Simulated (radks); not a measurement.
Q: Sb+, configuration [Kr] 4d10 5s1 5p3 (not the ground configuration). Method: scalar-relativistic Kohn-Sham, PBE, spin-polarised, spherical densities, point nucleus; open shells are filled with parallel spins first (spin-orbit coupling, left out, can overturn this in heavy ions); computed with a radial shooting solver on a logarithmic mesh with Libxc functionals. Some entries of the table are withheld. Estimate them.

orbital,occ.,eigenvalue (hartree),<r^2> (bohr^2)
1s up,1,-1114.074,0.001094
1s down,1,-1114.070,0.001094
2s up,1,-169.8279,0.01773
2s down,1,-169.8261,0.01773
2p up,3,-152.4957,0.01401
2p down,3,-152.4926,0.01401
3s up,1,-33.58101,0.1249
3s down,1,-33.57707,0.1249
3p up,3,-27.93164,0.1254
3p down,3,-27.92731,0.1254
3d up,5,-19.31253,0.1106
3d down,5,-19.30856,0.1106
4s up,1,-5.82685,0.7074
4s down,1,-5.81719,0.7062
4p up,3,-4.09810,0.8302
4p down,3,-4.08701,0.8260
4d up,5,-1.59119,(1)
4d down,5,-1.56866,(2)
5s up,1,(3),5.148
5s down,0,(4),5.030
5p up,3,-0.50113,7.594

A: 
(1) 4d up <r^2> (bohr^2): 1.259
(2) 4d down <r^2> (bohr^2): 1.223
(3) 5s up eigenvalue (hartree): -0.82665
(4) 5s down eigenvalue (hartree): -0.71498
